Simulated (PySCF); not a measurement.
Compound: C6H4ClF.
Atom-mapped SMILES: `[F:1][c:2]1[cH:3][cH:4][cH:5][c:6]([Cl:7])[cH:8]1` (hydrogens: H9 on C3; H10 on C4; H11 on C5; H12 on C8)

Computed with PySCF at wB97X-D/pcSseg-2, non-relativistic, on one gas-phase PBE0-D3(BJ)/def2-TZVP geometry that isn't relaxed in the solvent. The solvent is an IEF-PCM continuum (van der Waals radii × 1.2). Specific hydrogen bonds and non-electrostatic terms are outside this model.

Gas phase at wB97X-D/pcSseg-2: HOMO -9.10 eV, LUMO 0.86 eV, dipole 1.60 D.

**Question.** What does the continuum do to the energy, the frontier levels and the dipole at wB97X-D/pcSseg-2 in chloroform?

**Answer.** 
```json
{"solvent": "chloroform", "ε": "4.711", "E(solvent) − E(gas) (kJ/mol)": "-9.17", "polarisation term (kJ/mol)": "-10.03", "distortion of the solute (kJ/mol)": "0.86", "HOMO (eV)": "-9.03", "LUMO (eV)": "0.98", "dipole (D)": "1.97"}
```

Polarisation term: ½ Σ q·V over the induced surface charges. Distortion: the rise of the solute's own energy as its density leaves the gas-phase optimum.

**Question.** Which radius a makes the point-dipole formula ΔE = −[(ε − 1)/(2ε + 1)]·μ²/a³ give the value in chloroform, with the gas-phase dipole?

**Answer.** μ = 0.631 au and |ΔE| = 0.00349 Eh give a = 1.82 Å; the farthest nucleus lies 3.06 Å from the centroid of the nuclei, so such a sphere wouldn't even hold the nuclei. The formula assumes a rigid point dipole at the centre of a sphere.

Time: 2.3 min wall, 4.6 min CPU; peak memory 2.5 GiB. Hardware: Intel Xeon at 2.50 GHz, 2 threads, on a shared host. This is the whole shielding run at wB97X-D/pcSseg-2 in chloroform, SCF included.

The pairwise dispersion term of wB97X-D wasn't added to the energies; at a given geometry it leaves orbitals and properties as they are.
